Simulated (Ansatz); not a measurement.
BaSe₂, relaxed as a quintet with UKS PBE0-D4/def2-TZVP in Ansatz, starting from the PBE0-D4/def2-TZVP geometry of the neutral singlet. Force threshold 0.02 eV/Å.

In the def2 sets Ba takes a core potential; there is no spin–orbit coupling. At PBE0-D4/def2-TZVP a singlet of charge 0 lies 3.70 eV below the quintet, each at its own geometry. The structure comes from a short search, and lower isomers may exist.

Start:

```xyz
3

Ba    0.7490    1.5450    0.1591
Se   -0.6664   -0.7507    1.0826
Se   -0.0826   -0.7943   -1.2416
```

```json
{"step": "1", "energy (eV)": "-131376.1139", "largest force component (eV/Å)": "2.381", "SCF passes": "23"}
{"step": "2", "energy (eV)": "-131376.6467", "largest force component (eV/Å)": "0.295", "SCF passes": "51"}
{"step": "3", "energy (eV)": "-131376.6509", "largest force component (eV/Å)": "0.182", "SCF passes": "40"}
{"step": "4", "energy (eV)": "-131376.6575", "largest force component (eV/Å)": "0.003", "SCF passes": "48"}
```

Force components are those of the run's own axes.

End:

Cartesian coordinates in Å:
```
Ba 0.841 1.734 0.179
Se -0.737 -0.844 1.173
Se -0.103 -0.891 -1.352
```

By distances, no bond broke or formed. The bond that changes most is Ba1–Se3, from 2.85 to 3.18 Å (atoms count from 1).

No frequencies were taken in this run, so the end may be a saddle point.

It took 18 s on 4 threads of Arm Neoverse V2 on a shared host.
